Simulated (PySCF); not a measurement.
**Orbital picture of KO⁺**

M06-2X at R = 3.016 Å; basis K def2-SVP, O def2-SVP; no relativity; PySCF 2.14. State: ³Σ⁻ (triplet), unpaired electrons π ↑↑. Only the outer orbitals are listed, counted within each symmetry.

```tsv
spin	orbital	occ.	ε (eV)	on K (%)	main shells (%)
α	5σ	1	-47.14	100	100 K s
α	6σ	1	-35.25	0	100 O s
α	2π	1	-28.78	100	100 K p
α	2π	1	-28.78	100	100 K p
α	7σ	1	-28.75	100	100 K p
α	3π	1	-19.58	0	100 O p
α	3π	1	-19.58	0	100 O p
α	8σ	1	-17.87	1	98 O p
α	9σ	0	-5.26	100	99 K s
α	4π	0	-3.57	100	100 K p
α	4π	0	-3.57	100	100 K p
β	5σ	1	-47.14	100	100 K s
β	6σ	1	-30.36	2	98 O s
β	2π	1	-28.78	100	100 K p
β	2π	1	-28.78	100	100 K p
β	7σ	1	-28.72	99	99 K p
β	8σ	1	-15.88	2	97 O p
β	3π	0	-7.32	5	95 O p
β	3π	0	-7.32	5	95 O p
β	9σ	0	-5.27	100	98 K s
```

**Question.** Which are the highest filled and the lowest empty level, where do they sit, and how wide is the gap?

**Answer.** Highest filled β 8σ at -15.88 eV (in %: 97 O p); lowest empty β 3π at -7.32 eV (in %: 95 O p); the gap at M06-2X is 8.56 eV.

* bond order (Mayer): 0.11
* ⟨S²⟩: 2.005
* charge on K (Mulliken, basis-dependent): 0.94
* charge on K (Löwdin, basis-dependent): 0.87
* dipole moment (positive dipole points towards O; it is taken about the centre of mass and depends on that origin): -3.79 D

The state was picked by a PBE0 search and need not be the measured ground state.
